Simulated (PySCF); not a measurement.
B(H)(NCO)(OMe) (C2H4BNO2), SMILES C(=O)=NBOC.

Coordinates come from a B3LYP-D3(BJ)/def2-SVP optimisation. The structure was generated by enumeration, and PubChem lists no compound with its InChIKey, so it may never have been made. Other conformers were not sampled.

Level of theory: PBE/def2-TZVP run with PySCF.

Symmetry labels are those of the subgroup Cs that the program uses (full group Cs).

Computed valence orbital energies around the gap with their symmetry:
```tsv
orbital	symmetry	energy (eV)
HOMO−7	A"	-11.62
HOMO−6	A"	-11.32
HOMO−5	A'	-11.14
HOMO−4	A'	-9.66
HOMO−3	A"	-8.49
HOMO−2	A'	-7.97
HOMO−1	A"	-7.29
HOMO	A'	-7.08
LUMO	A"	-1.69
LUMO+1	A'	0.04
LUMO+2	A'	0.52
LUMO+3	A'	0.62
```
